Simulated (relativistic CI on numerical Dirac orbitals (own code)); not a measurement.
**What each ingredient does to the levels of Ta LXIX**

Base calculation: Dirac-Coulomb-Breit CI, orbitals from a KLI potential per configuration, model QED, unscaled Slater integrals.

CI space (outside the closed core 1s2): 2s²2p, 2s2p², 2p³, 2p²3s, 2p²3p, 2p²3d, 2s²3s, 2s²3p, 2s²3d, 2s2p3s, 2s2p3p, 2s2p3d, 2s²4s, 2s²4p, 2s²4d, 2s²4f. Levels of other configurations are missing.

The lowest level and the first level of each name with at least 55 % of one term (blank where a level has no safe partner in the second run):

| Level | Base (eV) | Shift (eV) |
| --- | --- | --- |
| 2s²2p ²P°1/2 | 0.0 | 0.0 |
| 2s²2p ²P°3/2 | 1375.6 | -0.1 |
| 2s2p² ⁴P3/2 | 1562.1 | -0.4 |
| 2s2p² ²D5/2 | 1602.9 | -0.1 |
| 2s2p² ²P1/2 | 1675.0 | +0.2 |
| 2s2p² ²D3/2 | 1677.1 | +0.3 |
| 2s2p² ⁴P5/2 | 2955.9 | -0.3 |
| 2s2p² ²S1/2 | 3064.4 | -0.2 |
| 2s2p² ²P3/2 | 3065.2 | +0.3 |
| 2p³ ⁴S°3/2 | 3279.4 | -0.2 |
| 2p³ ²D°5/2 | 3302.5 | 0.0 |
| 2p³ ²P°1/2 | 3359.8 | 0.0 |
| 2s²3s ²S1/2 | 10294.1 |  |
| 2s²3p ²P°1/2 | 10382.2 |  |
| 2s2p3s ⁴P°1/2 | 10471.8 |  |
| 2s2p3s ⁴P°3/2 | 10499.8 |  |
| 2s2p3s ²P°1/2 | 10531.0 |  |
| 2s2p3p ⁴D1/2 | 10545.9 |  |
| 2s²3p ²P°3/2 | 10788.6 |  |
| 2s²3d ²D3/2 | 10846.3 |  |
| 2s²3d ²D5/2 | 10954.0 |  |
| 2s2p3d ⁴F°3/2 | 11009.9 |  |

At this charge energies of transitions that change n are usually good to better than 1 %, and those within a shell (Δn = 0) to a few per cent.

Task: One thing was changed in a second run, which moved the levels as shown. Which?
A. only the first 3 configurations
B. P86 correlation estimate
C. Breit term removed
D. QED terms removed
E. non-relativistic limit

Result: A. Only the first 3 configurations. With fewer configurations the levels that remain lose their mixing partners.

LS names give the leading component of a level, which can be under half, so a name can repeat, a term be missing and a line seem to break the LS rules.
